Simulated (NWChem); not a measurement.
Species: CH3FO3Si; SMILES O[Si]1(F)OCO1

```xyz
9

O      1.3275    -1.3691     0.0000
Si     0.0236    -0.3706     0.0000
F     -1.2999    -1.3127     0.0000
O      0.0090     0.8899    -1.1194
C     -0.0211     1.7980     0.0000
O      0.0090     0.8899     1.1194
H      1.1454    -2.3248     0.0000
H      0.8752     2.4582     0.0000
H     -0.9565     2.4019     0.0000
```
Atoms are numbered in this order, from 1.

Results from NWChem. Pople sets run with spherical d functions. Structure relaxed at the PBE-D3(BJ)/def2-SVP level. Atomic charges in e: unrestrained fits to the electrostatic potential beside Mulliken populations; buried atoms are poorly determined by the fit.

What does the run give for Hartree-Fock/6-31G*? Quantities: ESP O1; Mulliken O1; ESP Si2; Mulliken Si2; ESP F3; Mulliken F3; ESP O4; Mulliken O4; ESP C5; Mulliken C5; relative RMS misfit of the potential (%).


| Item | Result |
|---|---|
| ESP O1 | -0.81 |
| Mulliken O1 | -0.86 |
| ESP Si2 | 1.58 |
| Mulliken Si2 | 1.69 |
| ESP F3 | -0.44 |
| Mulliken F3 | -0.52 |
| ESP O4 | -0.70 |
| Mulliken O4 | -0.75 |
| ESP C5 | 0.60 |
| Mulliken C5 | 0.32 |
| relative RMS misfit of the potential (%) | 17 |
